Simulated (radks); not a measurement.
Values are calculated unless marked as measured or tabulated.
Question: All-electron atom: Tl in [Xe] 4f14 5d9.5 6s2 6p1.5 (fractional occupations, a model configuration). Code: a radial shooting solver on a logarithmic mesh with Libxc functionals. Model: Dirac Kohn-Sham, PBE, spin-unpolarised, spherical densities, finite nucleus; open shells fill j = l - 1/2 first; Fermi nuclear charge, rms radius 5.4759 fm. Some entries of the table are withheld. Estimate them.

orbital,occ.,eigenvalue (hartree),<r> (bohr)
1s1/2,2,-3139.665,0.01632
2s1/2,2,-558.6417,0.06808
2p1/2,2,-536.4454,0.05589
2p3/2,4,-460.5432,0.06468
3s1/2,2,-133.3852,0.1770
3p1/2,2,-123.3295,0.1674
3p3/2,4,-106.4554,0.1835
3d3/2,4,-89.79052,0.1595
3d5/2,6,-86.18648,0.1644
4s1/2,2,-29.82384,0.3916
4p1/2,2,-25.48249,(1)
4p3/2,4,-21.38018,(2)
4d3/2,4,-14.27806,0.4333
4d5/2,6,-13.51258,0.4444
5s1/2,2,-4.86632,0.8773
4f5/2,6,(3),0.4644
4f7/2,8,(4),0.4709
5p1/2,2,(5),0.9403
5p3/2,4,(6),1.034
5d3/2,4,-0.66898,1.342
5d5/2,5.5,-0.58622,1.396
6s1/2,2,-0.36893,2.439
6p1/2,1.5,-0.12539,3.291
6p3/2,0,-0.08324,3.884

Answer: 
(1) 4p1/2 <r> (bohr): 0.3931
(2) 4p3/2 <r> (bohr): 0.4274
(3) 4f5/2 eigenvalue (hartree): -4.34547
(4) 4f7/2 eigenvalue (hartree): -4.17643
(5) 5p1/2 eigenvalue (hartree): -3.40659
(6) 5p3/2 eigenvalue (hartree): -2.66054
